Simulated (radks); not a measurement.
Numerical settings for the zirconium ion Zr32+, [He] 2s2 2p4. Calculated with a radial shooting solver on a logarithmic mesh with Libxc functionals: scalar-relativistic Kohn-Sham, SCAN, spin-polarised, spherical densities, finite nucleus; open shells are filled with parallel spins first (spin-orbit coupling, left out, can overturn this in heavy ions); meta-GGA in the generalised Kohn-Sham scheme; Fermi nuclear charge, rms radius 4.2694 fm. The defaults (mesh step 0.008 in ln r, mesh end at 40 bohr or more with all orbitals vanishing there, Anderson mixing 0.5 over 9 steps, residual threshold near 1e-9 with the energy settled to 1e-9 hartree or 1e-11 of itself, here a cap of 88 iterations) give E = -2632.612 hartree and 2p at -4055.6 eV in 12 iterations. Times are rough (one thread of a shared host). Changes against that run (0 stands for a change within the tolerance of the run):

setting                     iterations  converged  E (mhartree)  e(2p) (meV)  CPU (s)
mesh step in ln r 0.12              88         no     -6.99e+06            -     0.14
mesh step in ln r 0.2               88         no     -7.43e+06            -     0.08
mesh step in ln r 0.005             15        yes            +1     -0.00748     0.11
mesh end (bohr) 5                   12        yes         +1.24            0     0.06
mesh end (bohr) 1                   12        yes        +0.287            0     0.05
residual threshold 1e-16            88         no             0     -0.00404     0.25
residual threshold 1e-13            88         no             0     -0.00404     0.25
mixing 1                            14        yes             0     -0.00402     0.06
linear mixing, mixing 0.05          88         no        +0.135    -7.83e+03     0.39
linear mixing, mixing 0.2           78        yes             0      -0.0213     0.33
mixing history 20                   12        yes             0            0     0.06
iteration cap 2                      2         no     +2.11e+03    -5.79e+05     0.01

Settings that end as converged yet miss the energy by more than 1 mhartree: mesh end (bohr) 5 (+0.00124 hartree). A mesh that ends early acts as a hard wall.
